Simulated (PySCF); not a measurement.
Point groups of optimised structures. The calculation used CAM-B3LYP/def2-SVPD in PySCF (dipole) on a GFN2-xTB geometry, gas phase. The symmetry is that of the one conformer found, every atom within 0.08 Å of its image; none is proved a minimum here.

(1) What symmetry has `[Cl:1][CH:2]([Cl:3])[CH:4]=[C:5]1[CH:6]=[CH:7][CH:8]=[CH:9]1` with Cl1–C2–C4–C5 -120°?

(2) `[CH:1]#[C:2]/[CH:3]=[N:4]/[SiH2:5][O:6][CH3:7]` with C3–N4–Si5–O6 -127°, N4–Si5–O6–C7 -51°: symmetry, top, dipole?

(3) What symmetry has `c12[SiH2]C=Cc2cccc1`?

Answers

(1) Cs; near-prolate asymmetric top; symmetry number 1; 2 operations, which sort the 15 atoms into 14 sets; dipole 1.84 D, in the ac plane, which is the mirror; heavy atoms equivalent by symmetry: Cl1/Cl3.

(2) C1; near-prolate asymmetric top; symmetry number 1; this conformer is chiral (no improper operation); dipole 1.61 D; A, B, C = 5150, 976.8, 848.8 MHz.

(3) Cs; asymmetric top; symmetry number 1; 2 operations, which sort the 17 atoms into 16 sets; dipole 0.28 D, in the ab plane, which is the mirror.
